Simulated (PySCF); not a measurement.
Excitation energy of V by level of theory

V [Ar] 3d3 4s2 (4F) → V [Ar] 3d4 4s1 (6D), as a difference of total energies. All numbers are calculated (PySCF 2.14, scalar relativity by spin-free X2C-1e, in aug-cc-pVTZ-DK). Correlated levels: valence: [Ar] frozen. The calculations carry no spin-orbit coupling.

```json
{"method": "UHF", "excitation energy (cm⁻¹)": "3167.7"}
{"method": "MP2 (valence)", "excitation energy (cm⁻¹)": "3114.2"}
{"method": "SCS-MP2 (valence)", "excitation energy (cm⁻¹)": "9581.2"}
{"method": "CCSD (valence)", "excitation energy (cm⁻¹)": "4302.5"}
{"method": "CCSD(T) (valence)", "excitation energy (cm⁻¹)": "4429.2"}
```

Problem. How much does correlation contribute at CCSD(T) (valence)?

Solution. 4429.2 − (3167.7) = 1261.5 cm⁻¹, measured against UHF.

Errors of the correlated levels include the incompleteness of this basis and the frozen core.

For comparison: 1977.3 cm⁻¹ (measured; NIST levels, between the centres of gravity of the two terms).
